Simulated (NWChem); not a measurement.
Molecule: sulfur trioxide (SO₃); SMILES O=S(=O)=O

```xyz
4

O     -1.0192    -1.0192     0.0000
S      0.0000     0.0000     0.0000
O     -0.3731     1.3923     0.0000
O      1.3923    -0.3731     0.0000
```
Atoms are numbered in this order, from 1.

Computed with NWChem. Geometry optimised at PBE0/def2-SVP; all other runs use it.  Vzz has the sign of the potential's second derivative.

| quantity | level | value |
|---|---|---|
| cavity-dispersion-structure term (kcal/mol) in dimethyl sulfoxide | M05-2X/def2-SVP, SMD | -3.8 |
| first state with f > 0.002 (eV), S K edge, unshifted | BHandHLYP/cc-pVTZ, TDA | 2450.1 |
| Vzz S2 (a.u.) | CAM-B3LYP/def2-SVP | 0.511 |
| charge (e), Mulliken S2 | B3LYP/def2-SVP | … |
| highest harmonic frequency (cm⁻¹) | PBE0/def2-SVP | … |

Task: What belongs in the gaps?

Result: 
- charge (e), Mulliken S2, value: 1.08
- highest harmonic frequency (cm⁻¹), value: 1414
